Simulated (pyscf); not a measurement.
A first-order saddle from PySCF, ωB97X-D3(BJ)/def2-SVP:

```xyz
7

Si    -1.5859    -0.6518     1.4820
H     -0.7262     0.6326     0.9833
H     -0.4239    -1.6192     1.3538
C     -0.8453     0.2259    -0.3024
C     -0.3752     0.6937    -1.3334
H     -1.8875    -0.6170    -0.1134
H      0.0364     1.1052    -2.2383
```
Charge 0, spin multiplicity 1.

Surface: singlet, charge 0. Lowest wavenumbers (cm⁻¹): 1043i, 208, 318, 424, 495.

**Question.** Which two sides does it connect, and which bonds change?

**Answer.** `[CH]1=[CH][SiH2]1` <-> `[CH]1=[CH][SiH2]1`, a concerted two-bond exchange read from left to right: H–Si, C–H broken and H–Si, C–H formed. At CCSD(T)/def2-TZVPP + ΔMP2(QZVPP) it lies +83.0 kcal/mol from the left side and +83.0 kcal/mol from the right (each side as separated species at their lowest minima found). The same reactants have a lower exit, to H₂C=CH–SiH: [singlet] (barrier +39.7 kcal/mol at ωB97M-D3(BJ), against +83.6 kcal/mol here). cyclic C₂H₄Si (SMILES C1=C[SiH2]1) lies 6.4 kcal/mol over its isomer HC≡C–SiH₃ (electronic energy, ωB97M-D3(BJ)). This is the saddle that the search found; another between the same sides may lie lower. The CCSD(T) − MP2 part came from Ansatz, without density fitting, on the same reference.
